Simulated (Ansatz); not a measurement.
## Which isomer of BCl2HSi gives these data?

These gas-phase data were calculated for one isomer of BCl2HSi at B3LYP-D3(BJ)/6-311G** (harmonic, unscaled wavenumbers; equilibrium rotational constants with average atomic masses):

```
rotational constants            : 3.034, 2.848, 1.489 GHz
all wavenumbers above 1500 cm⁻¹ : 2032
dipole moment                   : 0.72 D (PBE0/def2-TZVPD)
```

Candidates:

(1) `[SiH]B(Cl)Cl`, a singlet
(2) `ClB[Si]Cl`, a singlet

Problem. Which structure fits?

Solution. Candidate (1). No mode falls between 2350 and 2900 cm⁻¹, where the B–H stretch of (2) would stand.

The same quantities for all candidates:

```
     rotational constants (GHz)  wavenumbers above 1500 cm⁻¹  dipole (D)  E above the lowest, B3LYP-D3(BJ)/6-311G** (kcal/mol)
(1)         3.034, 2.848, 1.489                         2032        0.72                                                   3.5
(2)          6.863, 1.623, 1.41                         2637        1.30                                                   0.0
```

Harmonic stretches to hydrogen usually lie a few per cent above observed fundamentals. Each candidate is one conformer. Programs: Ansatz 0.2.0.
